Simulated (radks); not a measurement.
All-electron atom: Dy III in [Xe] 4f7.5 5d2 6p0.5 (fractional occupations, a model configuration).

Calculated with a radial shooting solver on a logarithmic mesh with Libxc functionals: Dirac Kohn-Sham, PBE, spin-unpolarised, spherical densities, finite nucleus; open shells fill j = l - 1/2 first; Fermi nuclear charge, rms radius 5.2218 fm.

Energy parts (eV):
total: -331043.74
kinetic: 363093.99
electron-nucleus: -814149.60
Hartree: 127168.67
exchange-correlation: -7156.79

Orbitals (lengths in bohr, moments of r in powers of bohr; <r^-3> diverges for s and p1/2; r(90%) holds 90 % of the orbital's charge):
orbital,occ.,eigenvalue (eV),<r^-3>,r(90%),<r^2>
1s1/2,2,-53624.05,-,0.0382,0.0006095
2s1/2,2,-8954.482,-,0.139,0.009463
2p1/2,2,-8518.297,-,0.123,0.006848
2p3/2,4,-7718.255,11000,0.132,0.008074
3s1/2,2,-2022.689,-,0.344,0.06279
3p1/2,2,-1832.279,-,0.336,0.05829
3p3/2,4,-1666.204,2365,0.355,0.06524
3d3/2,4,-1338.629,399.9,0.327,0.05174
3d5/2,6,-1302.389,352.6,0.333,0.05368
4s1/2,2,-428.8628,-,0.758,0.3150
4p1/2,2,-353.5880,-,0.782,0.3295
4p3/2,4,-316.0591,535.8,0.825,0.3668
4d3/2,4,-191.8593,77.83,0.896,0.4134
4d5/2,6,-184.9891,67.62,0.911,0.4277
5s1/2,2,-74.3936,-,1.79,1.756
5p1/2,2,-52.7713,-,2.01,2.164
5p3/2,4,-47.2170,78.34,2.14,2.448
4f5/2,6,-36.1296,10.69,1.25,0.7118
4f7/2,1.5,-35.0961,10.31,1.27,0.7299
5d3/2,2,-19.1061,6.020,3.18,5.014
5d5/2,0,-18.5873,5.149,3.25,5.233
6p1/2,0.5,-12.8112,-,5.35,15.49
6p3/2,0,-12.1011,10.21,5.61,17.09

The highest occupied level is 6p1/2 at -12.811 eV. The configuration is held as typed, so some empty levels lie below it. The electron density at the nucleus is 7.403e+05 e/bohr^3. The density falls to 0.001 e/bohr^3 at r = 4.15 bohr.
